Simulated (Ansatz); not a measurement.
Mulliken charges of CH4AlFSe (`C[Se][AlH][F]`) from PBE/def2-TZVPP in Ansatz (PBE0-D4/def2-TZVP geometry).

```csv
atom,x (Å),y (Å),z (Å),charge (e)
C1,-1.028,0.768,0.603,-0.329
Se2,-0.110,0.889,-1.132,-0.117
Al3,1.271,-0.908,-0.802,0.473
F4,2.331,-1.315,-1.996,-0.310
H5,-2.091,0.636,0.414,0.137
H6,-0.653,-0.071,1.188,0.124
H7,-0.855,1.696,1.143,0.137
H8,1.227,-1.753,0.526,-0.115
```

By hand: the dipole of these point charges (1 e Å = 4.8032 D).

Σ q r = (-0.396, 0.134, 0.474) e Å, of length 0.632 e Å = 3.04 D.

How does the dipole of the full density compare? (Estimate.)

Ansatz gave: (-0.303, 0.065, 0.418) e Å, 2.50 D; the point charges give 1.22 times that, at 6° from its direction.

Point charges leave out the atoms' own dipoles, such as those of lone pairs, and Mulliken's split depends on the basis, so the two needn't agree.
